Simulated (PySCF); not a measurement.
In(NHMe)(OH)2 (CH6InNO2), SMILES [In]([NH]C)([OH])[OH].

Coordinates come from a B3LYP-D3(BJ)/def2-SVP optimisation. The structure was generated by enumeration; whether it is a known compound was not checked. The def2 effective core potentials stand for the cores of In; spin–orbit coupling is left out. Other conformers were not sampled.

The numbers are results of ωB97X/def2-TZVP (PySCF), not measurements.

### Question
Estimate the frontier levels, gap, dipole moment and polarisability. (Estimate from the structure and the level; the computed values follow.)

### Answer

```yaml
highest_occupied_level: -9.16 eV
lowest_empty_level: 0.39 eV
orbital_gap: 9.55 eV
dipole_moment: 2.53 D
quadrupole, principal values (traceless, Buckingham form, about the centre of nuclear charge): -6.19, 0.63, 5.56 D·Å
mean_static_polarisability: 60.8 bohr³ (9.01 Å³)
polarisability_principal_values: 46.0, 60.1, 76.3 bohr³
```
